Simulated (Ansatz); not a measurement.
CH5ClOSi can be A, `C[SiH](O)Cl`, or B, `OC[SiH2]Cl`.

Gas-phase electronic energies from Ansatz, PBE0-D4/def2-TZVP geometries. CBS: MP2 limit from def2 TZ/QZ plus the TZ coupled-cluster correction, frozen cores. Functionals use def2-TZVPP. B3LYP here is the variant with VWN-RPA as its local correlation; programs differ in this. Each species was taken in one conformer, which may not be the lowest.

A:

Z-matrix (Å, degrees):
```
C
Si 1 1.852
H 1 1.092 2 110.4
H 1 1.093 2 110.2 3 119.9
H 1 1.093 2 111.1 3 -119.8
O 2 1.636 1 113.3 3 -178.2
Cl 2 2.066 1 107.5 3 60.3
H 2 1.477 1 112.9 3 -58.5
H 6 0.958 2 118.5 1 -65.6
```

B:

Z-matrix (Å, degrees):
```
C
Si 1 1.882
O 1 1.416 2 112.1
H 1 1.100 2 110.1 3 -125.4
H 1 1.095 2 109.0 3 118.1
Cl 2 2.067 1 106.0 3 53.7
H 2 1.484 1 112.1 3 171.6
H 2 1.481 1 112.1 3 -63.0
H 3 0.962 1 108.3 2 -54.5
```

Q: Which isomer does CCSD(T)/CBS put lower? Give the gap. (Best estimate.)

A: Ansatz gave: A, by 224.3 kJ/mol.

Q: Give E(B) − E(A) in kJ/mol with HF/def2-TZVPP, ωB97M-V, CCSD/def2-TZVPP, PBE-D4, B2PLYP, B3LYP-D4, r2SCAN-D4. (Best estimate.)

A: Computed: HF/def2-TZVPP 226.4, ωB97M-V 221.5, CCSD/def2-TZVPP 223.0, PBE-D4 207.4, B2PLYP 223.2, B3LYP-D4 217.3, r2SCAN-D4 223.5. None reverses the order clearly.

Q: Does the order hold for the free energy at 298.15 K (harmonic terms from PBE0-D4)? (Estimate.)

A: Ansatz gave: Yes: G(B) − G(A) = +222.9 kJ/mol, for one conformer each.

Largest T1 diagnostic: 0.010.

From PBE to PBE0 (25 % exact exchange), in def2-TZVPP and without D4, E(B) − E(A) moves by +7.3 kJ/mol. At CCSD(T), def2-SVP lies −27.2 kJ/mol from the extrapolated value and def2-TZVPP −2.5 kJ/mol.
